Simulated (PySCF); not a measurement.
Si(F)2(NH2)2 (F₂H₄N₂Si), SMILES [Si](N)(F)(N)F.

Coordinates come from a PBE0-D3(BJ)/def2-SVP optimisation. The values are those of a single conformer.

Level of theory: PySCF with PBE/def2-TZVP.

Isolated molecule, no solvent.

Computed frontier levels, gap, dipole moment and polarisability:
```
Property                                                                                                        Result
---------------------------------------------------------------------------------------------  -----------------------
highest occupied level                                                                                        -6.60 eV
lowest empty level                                                                                            -0.23 eV
orbital gap                                                                                                    6.38 eV
dipole moment                                                                                                0.535 e·Å
quadrupole, principal values (traceless, Buckingham form, about the centre of nuclear charge)  -7.67, -2.43, 10.10 D·Å
mean static polarisability                                                                        38.1 bohr³ (5.65 Å³)
polarisability, principal values                                                                34.4, 37.8, 42.2 bohr³
```
